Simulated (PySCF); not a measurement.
hydronium (H₃O), SMILES [OH3+], charge +1.

Coordinates come from a B3LYP-D3(BJ)/def2-TZVPD optimisation.

Two levels are set side by side: PBE/def2-TZVPD (PySCF) and B3LYP/def2-TZVPD (PySCF). Same geometry, gas phase. Differences are taken from unrounded values.

```
quantity                      B3LYP     PBE  PBE minus B3LYP
---------------------------  ------  ------  ---------------
orbital gap (eV)              12.67   10.44            -2.23
highest occupied level (eV)  -20.36  -18.65             1.72
lowest empty level (eV)       -7.70   -8.20            -0.51
mean polarisability (bohr³)     6.6     6.7              0.1
```

PBE's occupied levels lie high since its potential decays too fast outside the molecule; exact exchange lowers them and widens the gap. Differences between two approximate levels are no errors against the true value.
